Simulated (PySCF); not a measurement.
Radial density of V⁺ (vanadium, charge +1)

BP86, [Ar] 3d4, high-spin 5D determinant. Calculation: PySCF 2.14, in def2-SVP (5s3p2d1f, 31 functions); no relativity, point nucleus.

```json
{"r (bohr)": "0.00124", "4πr²ρ (e/bohr)": "0.1463", "4πr²(ρα − ρβ)": "0.0000"}
{"r (bohr)": "0.00209", "4πr²ρ (e/bohr)": "0.4041", "4πr²(ρα − ρβ)": "0.0000"}
{"r (bohr)": "0.00351", "4πr²ρ (e/bohr)": "1.078", "4πr²(ρα − ρβ)": "0.0000"}
{"r (bohr)": "0.00590", "4πr²ρ (e/bohr)": "2.718", "4πr²(ρα − ρβ)": "0.0000"}
{"r (bohr)": "0.00993", "4πr²ρ (e/bohr)": "6.413", "4πr²(ρα − ρβ)": "0.0000"}
{"r (bohr)": "0.0167", "4πr²ρ (e/bohr)": "13.29", "4πr²(ρα − ρβ)": "0.0000"}
{"r (bohr)": "0.0281", "4πr²ρ (e/bohr)": "22.49", "4πr²(ρα − ρβ)": "0.0001"}
{"r (bohr)": "0.0472", "4πr²ρ (e/bohr)": "27.30", "4πr²(ρα − ρβ)": "0.0002"}
{"r (bohr)": "0.0794", "4πr²ρ (e/bohr)": "22.45", "4πr²(ρα − ρβ)": "0.0016"}
{"r (bohr)": "0.134", "4πr²ρ (e/bohr)": "22.56", "4πr²(ρα − ρβ)": "0.0181"}
{"r (bohr)": "0.225", "4πr²ρ (e/bohr)": "29.61", "4πr²(ρα − ρβ)": "0.1570"}
{"r (bohr)": "0.378", "4πr²ρ (e/bohr)": "15.31", "4πr²(ρα − ρβ)": "0.7465"}
{"r (bohr)": "0.636", "4πr²ρ (e/bohr)": "10.09", "4πr²(ρα − ρβ)": "2.0049"}
{"r (bohr)": "1.07", "4πr²ρ (e/bohr)": "10.09", "4πr²(ρα − ρβ)": "2.4783"}
{"r (bohr)": "1.80", "4πr²ρ (e/bohr)": "2.596", "4πr²(ρα − ρβ)": "1.4175"}
{"r (bohr)": "3.03", "4πr²ρ (e/bohr)": "0.3507", "4πr²(ρα − ρβ)": "0.3234"}
{"r (bohr)": "5.09", "4πr²ρ (e/bohr)": "0.001654", "4πr²(ρα − ρβ)": "0.0015"}
{"r (bohr)": "8.56", "4πr²ρ (e/bohr)": "1.112e-05", "4πr²(ρα − ρβ)": "0.0000"}
```
